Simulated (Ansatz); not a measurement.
Reactions of CH4N2OSi (`N#CN[SiH2]O`).

Computed with Ansatz on PBE0-D4/def2-TZVP structures; ΔE is electronic, products minus reactants. CCSD(T)/CBS adds triple-zeta CCSD(T) − MP2 to the extrapolated MP2 energy (def2 sets, frozen cores). This one scheme is used for every species. One conformer a species, not always the lowest.

Task: Order these by ΔE at CCSD(T)/CBS, lowest first. (Estimate.)
A. `N#CN[SiH2]O` + `N[SiH2][SiH3]` → `O[SiH2]N[SiH2][SiH3]` + `N#CN`
B. `N#CN[SiH2]O` + `CO[SiH2]S` → `CO[SiH2]S[SiH2]O` + `N#CN`
C. `N#CN[SiH2]O` + `O[SiH]1C=C1` → `O[SiH2]O[SiH]1C=C1` + `N#CN`

Result: C (-51.4 kJ/mol), B (-16.9 kJ/mol), A (-7.5 kJ/mol).

Largest T1 diagnostic: 0.014, for `N#CN`.
